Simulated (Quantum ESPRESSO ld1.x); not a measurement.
All-electron atom: the ytterbium ion Yb4+ in [Xe] 4f11.5 5d0.5 (fractional occupations, a model configuration). Method: Dirac Kohn-Sham, relativistic LDA (MacDonald-Vosko exchange, VWN5 correlation), spin-unpolarised, spherical densities, point nucleus; open shells fill j = l - 1/2 first; computed with ld1.x of Quantum ESPRESSO 7.5.

Spin-orbit splittings of the eigenvalues, e(l+1/2) - e(l-1/2), with zeta = 2 splitting/(2l+1) and mean radii in bohr:

\begin{tabular}{lrrrrr}
shell & occ. & splitting (eV) & zeta (eV) & <r> j=l-1/2 & <r> j=l+1/2 \\ \hline
2p & 6 & 1034 & 689.5 & 0.06895 & 0.07641 \\
3p & 6 & 219.6 & 146.4 & 0.2067 & 0.2206 \\
3d & 10 & 48.23 & 19.29 & 0.1938 & 0.1982 \\
4p & 6 & 50.37 & 33.58 & 0.4950 & 0.5269 \\
4d & 10 & 9.293 & 3.717 & 0.5495 & 0.5606 \\
4f & 11.5 & 1.517 & 0.4333 & 0.6787 & 0.6884 \\
5p & 6 & 7.477 & 4.985 & 1.270 & 1.358 \\
5d & 0.5 & 0.8046 & 0.3218 & 1.783 & 1.817 \\
\end{tabular}
